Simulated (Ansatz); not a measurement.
Single points on Li8⁺.

```yaml
crystal:
  periodic: [false, false, false]
  atoms:
    - {symbol: Li, position_ang: [0.566905, 1.051922, 2.677700]}
    - {symbol: Li, position_ang: [-0.550917, -0.298557, 0.444042]}
    - {symbol: Li, position_ang: [-1.514842, 0.498842, -2.035920]}
    - {symbol: Li, position_ang: [-1.738146, 2.280906, 0.603217]}
    - {symbol: Li, position_ang: [1.135223, -0.976104, -1.824177]}
    - {symbol: Li, position_ang: [-0.969483, -2.804311, -0.644653]}
    - {symbol: Li, position_ang: [1.132783, 1.603864, -0.300455]}
    - {symbol: Li, position_ang: [1.938477, -1.356561, 1.080248]}
basis:
  gaussian: {orbitals: 6-31G}
total_charge: 1
magnetization: {spin_polarized: true, initial_magnetization: 1}
hamiltonian: {xc: {name: B3LYP}}
scf: {omitted_lower_state_checks: [starts]}
output: {orbitals: {seedname: orbitals}}
```

The file start.molden holds the orbitals of an earlier run on this structure, at another level or in another basis.

```sh
$ ansatz run in.yaml --threads 4 --pin off --events-out ev --progress --plain --max-ram 3916MiB
```

Output, abridged:

```
Functional definition: B3LYP
840 factors; their error is unknown
mean field evaluation 1: about -1628.6687 eV, gradient 1.5e1 eV
mean field evaluation 2: about -1626.7093 eV, gradient 1.5e1 eV
mean field evaluation 4: about -1633.1918 eV, gradient 1.2e0 eV
mean field evaluation 8: about -1633.1692 eV, gradient 1.1e-1 eV
mean field evaluation 16: about -1633.1697 eV, gradient 5.1e-4 eV
mean field -1633.16968125 eV, -60.0178787836 hartree, gradient 1.5e-5 eV, S^2 0.769088; 0 other end points of the search recorded, 0 dependent functions left out
reference -1633.16995735 eV, -60.0178889303 hartree; 12, 11 occupied and 60, 61 virtual orbitals, 840 factors
Total energy: -1633.16995735 eV, -60.0178889303 hartree
Checks for a lower state left out: starts
```

Run time 2.6 s (4 threads of Arm Neoverse V1 on a shared host).

First input, but with `gaussian: {orbitals: def2-SVP, initial_orbitals: start.molden}`, `hamiltonian: {xc: pbe}` (abridged; 1.8 s):

```
Functional definition: PBE
mean field -1626.19369674 eV, -59.7615160817 hartree, gradient 2.0e-5 eV, S^2 0.778502
Total energy: -1626.19376555 eV, -59.7615186101 hartree
Checks for a lower state left out: starts
```

As the first input, with `gaussian: {orbitals: def2-TZVP, initial_orbitals: start.molden}`, `hamiltonian: {xc: {name: B97M-V}}` (abridged; 8 s):

```
Functional definition: B97M-V
mean field -1637.83312778 eV, -60.1892572828 hartree, gradient 9.2e-6 eV, S^2 0.756130
Total energy: -1637.83321850 eV, -60.1892606168 hartree
Checks for a lower state left out: starts
```

As the first input, with `gaussian: {orbitals: def2-TZVP, initial_orbitals: start.molden}`, `hamiltonian: {xc: hf}` (abridged; 1.1 s):

```
Functional definition: HF
mean field -1617.42093652 eV, -59.4391230897 hartree, gradient 9.4e-6 eV, S^2 1.325982
Total energy: -1617.42093652 eV, -59.4391230897 hartree
Checks for a lower state left out: starts
```

The first input with `gaussian: {orbitals: def2-TZVP, initial_orbitals: start.molden}`, `hamiltonian: {xc: {name: r2SCANh}}` (abridged; 9.5 s):

```
Functional definition: r2SCANh
mean field -1631.19345464 eV, -59.9452537954 hartree, gradient 5.4e-6 eV, S^2 0.814827
Total energy: -1631.19351570 eV, -59.9452560394 hartree
Checks for a lower state left out: starts
```

First input, but with `gaussian: {orbitals: def2-TZVPP, initial_orbitals: start.molden}`, `correlation: {method: ccsd_t}`, `scf: {omitted_lower_state_checks: [starts, cluster_reference]}` and without the key `hamiltonian` (abridged; 87 s):

```
Functional definition: HF
mean field -1617.64697087 eV, -59.4474296991 hartree, gradient 2.4e-6 eV, S^2 1.609942
second order -8.89204327 eV of doubles, -0.00000000 eV of singles
cycle   1  -10.13522589 eV  change    -1.2e0 eV  update   1.3e-1
cycle   2  -10.67545083 eV  change   -5.4e-1 eV  update   8.1e-2
cycle   3  -10.75498354 eV  change   -8.0e-2 eV  update   5.1e-2
cycle   4  -10.78421579 eV  change   -2.9e-2 eV  update   3.1e-2
cycle   5  -10.83897705 eV  change   -5.5e-2 eV  update   1.6e-2
cycle   6  -10.85262150 eV  change   -1.4e-2 eV  update   7.2e-3
cycle   7  -10.84565387 eV  change    7.0e-3 eV  update   3.4e-3
cycle   8  -10.84829261 eV  change   -2.6e-3 eV  update   1.5e-3
cycle   9  -10.84942987 eV  change   -1.1e-3 eV  update   7.7e-4
cycle  10  -10.84915826 eV  change    2.7e-4 eV  update   3.8e-4
cycle  11  -10.84899648 eV  change    1.6e-4 eV  update   2.1e-4
cycle  12  -10.84894855 eV  change    4.8e-5 eV  update   1.2e-4
cycle  13  -10.84900504 eV  change   -5.6e-5 eV  update   7.5e-5
cycle  14  -10.84901621 eV  change   -1.1e-5 eV  update   4.8e-5
cycle  15  -10.84897410 eV  change    4.2e-5 eV  update   2.9e-5
cycle  16  -10.84896588 eV  change    8.2e-6 eV  update   1.7e-5
perturbative correction -0.31439596 eV, -0.0115538384 hartree
Total energy: -1628.81033271 eV, -59.8576756799 hartree
Checks for a lower state left out: starts, cluster_reference
```

As the first input, with `gaussian: {orbitals: def2-TZVP, initial_orbitals: start.molden}`, `hamiltonian: {xc: {name: PBE-QIDH}}` and without the key `output` (abridged; 3.8 s):

```
Functional definition: PBE-QIDH
mean field -1625.51361458 eV, -59.7365235230 hartree, gradient 4.3e-6 eV, S^2 0.871871
second order -9.59822943 eV of doubles, -0.00000000 eV of singles
Total energy: -1628.71304369 eV, -59.8541003744 hartree
Checks for a lower state left out: starts
```

Geometry: PBE/def2-TZVP.

B3LYP takes the VWN-RPA correlation. Correlated methods freeze no core orbitals; core or outer-core shells of Li are correlated, in sets that lack core-valence functions. At HF/def2-TZVP, CCSD(T)/def2-TZVPP, PBE-QIDH/def2-TZVP the charge 1 doublet is spin-contaminated (final ⟨S²⟩ up to 1.61, 0.75 for a pure state). At CCSD(T)/def2-TZVPP T1 of the charge 1 doublet is large (up to 0.067), so the single-reference result is doubtful. The structure comes from a short search, and lower isomers may exist.
